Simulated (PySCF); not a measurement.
One of the candidates below gave these computed data.

All candidates are C7H8P (charge -1).

| technique | computed result |
| --- | --- |
| 13C NMR | chemical shifts (computed TMS as zero) by class: 183.2 (1 C), 133.7 (1 C), 130.5 (1 C), 128.7 (1 C), 126.5 (1 C), 107.7 (1 C), 24.7 (1 C) ppm [GIAO PBE0/pcSseg-1] |
| 1H NMR | chemical shifts (computed TMS as zero) by class: 6.98 (1 H), 6.63 (1 H), 5.99 (1 H), 5.06 (1 H), 2.21 (1 H), 1.69 (3 H) ppm [GIAO PBE0/pcSseg-1] |
| NMR, other nuclei | isotropic shieldings of nuclei other than C and H, by class: 414 (1 P) ppm [GIAO PBE0/pcSseg-1] |
| Rotational structure | rotational constants A, B, C: 3.362, 1.207, 0.893 GHz [GFN2-xTB] |

The electronic properties come from PySCF, for the isolated species, density fitting. Levels stand in brackets. Isolated species at its GFN2-xTB geometry (one conformer only). The HOMO energy is positive, so at this level the finite basis confines the outermost electrons. No diffuse functions stand in pcSseg-1, which bears on an anion's orbital energies. NMR classes are plain means over equivalent atoms (diastereotopic ones count apart unless rotation or inversion swaps them), as if these changed places fast.

**Question.** Which candidate is it?
A. `C[P-]c1ccccc1`
B. `Cc1cccc([PH-])c1`
C. `C=Cc1[p-]ccc1C`

**Answer.** B. It is `Cc1cccc([PH-])c1`. Numbering: `[CH3:1][c:2]1[cH:3][cH:4][cH:5][c:6]([PH-:7])[cH:8]1`. 7 carbons fall into 7 classes; from least to most shielded: substituted aromatic carbon [C6] (183.2 ppm), substituted aromatic carbon [C2] (133.7 ppm), aromatic CH carbon [C8] (130.5 ppm), aromatic CH carbon [C4] (128.7 ppm), aromatic CH carbon [C5] (126.5 ppm), aromatic CH carbon [C3] (107.7 ppm), benzylic-type carbon [C1] (24.7 ppm). Hydrogen classes from least to most shielded: 1 H on an aromatic CH carbon, C8 (6.98 ppm), 1 H on an aromatic CH carbon, C5 (6.63 ppm), 1 H on an aromatic CH carbon, C4 (5.99 ppm), 1 H on an aromatic CH carbon, C3 (5.06 ppm), 1 H on a phosphorus bonded to C and H, P7 (2.21 ppm), 3 H on a benzylic-type carbon, C1 (1.69 ppm, a mean of values up to 0.8 ppm apart in this geometry). The other shieldings belong to: 414 ppm, phosphorus bonded to C and H [P7]. By its constants the optimised geometry is an asymmetric top.

The others, at the same levels:
- `C=Cc1[p-]ccc1C` fails: its computed 13C shifts are 147.4 (1 C), 144.6 (1 C), 138.2 (1 C), 126.6 (1 C), 120.0 (1 C), 90.7 (1 C), 17.7 (1 C) ppm, 1H shifts are 6.96 (1 H), 6.85 (1 H), 6.18 (1 H), 5.56 (1 H), 3.71 (1 H), 2.27 (3 H) ppm and rotational constant A is 2.328 GHz (against 3.362 GHz).
- `C[P-]c1ccccc1` fails: it has 5 carbon classes against 7; its computed 13C shifts are 181.2 (1 C), 128.7 (2 C), 126.7 (2 C), 105.9 (1 C), 11.4 (1 C) ppm, 1H shifts are 6.43 (2 H), 6.19 (2 H), 5.26 (1 H), 0.97 (3 H) ppm and rotational constant A is 4.198 GHz (against 3.362 GHz).

Each candidate is one conformer, not necessarily the lowest. Dipoles, sizes and rotational constants follow the conformer. The torsions of the flexible species, by atom-mapped SMILES:
- `[CH3:1][c:2]1[cH:3][cH:4][cH:5][c:6]([PH-:7])[cH:8]1`: H–P7–C6–C5 180°
- `[CH2:1]=[CH:2][c:3]1[p-:4][cH:5][cH:6][c:7]1[CH3:8]`: C1–C2–C3–P4 -3°
- `[CH3:1][P-:2][c:3]1[cH:4][cH:5][cH:6][cH:7][cH:8]1`: C1–P2–C3–C4 180°
